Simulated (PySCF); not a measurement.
CH8ClFSi3, SMILES C[Si@H](Cl)[Si@@H](F)[SiH3].

Geometry: B3LYP-D3(BJ)/def2-SVP. The structure was generated by enumeration; whether it is a known compound was not checked. One conformer was computed; it need not be the lowest.

These are TDA-LC-ωPBE/def2-SVPD (PySCF) values and carry that method's errors.

Vertical excitations. Gas-phase values at a fixed geometry.

Give excitation energies, oscillator strengths and character. (An estimate is asked for; the answer gives what the named calculation found.)


```json
[
 {"state": "S1", "energy (eV)": "5.82", "λ (nm)": "213", "f": "0.022", "main pairs": "HOMO→LUMO 91 %"},
 {"state": "S2", "energy (eV)": "6.79", "λ (nm)": "183", "f": "0.028", "main pairs": "HOMO−1→LUMO 61 %, HOMO→LUMO+1 19 %"},
 {"state": "S3", "energy (eV)": "6.95", "λ (nm)": "178", "f": "0.162", "main pairs": "HOMO→LUMO+1 51 %, HOMO−1→LUMO 22 %"},
 {"state": "S4", "energy (eV)": "7.54", "λ (nm)": "164", "f": "0.008", "main pairs": "HOMO−2→LUMO 71 %"},
 {"state": "S5", "energy (eV)": "7.76", "λ (nm)": "160", "f": "0.075", "main pairs": "HOMO→LUMO+2 43 %, HOMO→LUMO+4 17 %, HOMO→LUMO+5 11 %, HOMO→LUMO+3 7 %"},
 {"state": "S6", "energy (eV)": "7.82", "λ (nm)": "159", "f": "0.098", "main pairs": "HOMO→LUMO+4 31 %, HOMO→LUMO+2 15 %, HOMO→LUMO+3 7 %, HOMO−3→LUMO 6 %"},
 {"state": "T1", "energy (eV)": "4.96", "λ (nm)": "250", "f": "0", "main pairs": "HOMO→LUMO 89 %"},
 {"state": "T2", "energy (eV)": "5.85", "λ (nm)": "212", "f": "0", "main pairs": "HOMO→LUMO+1 68 %"}
]
```
Triplets are in the Tamm–Dancoff approximation.
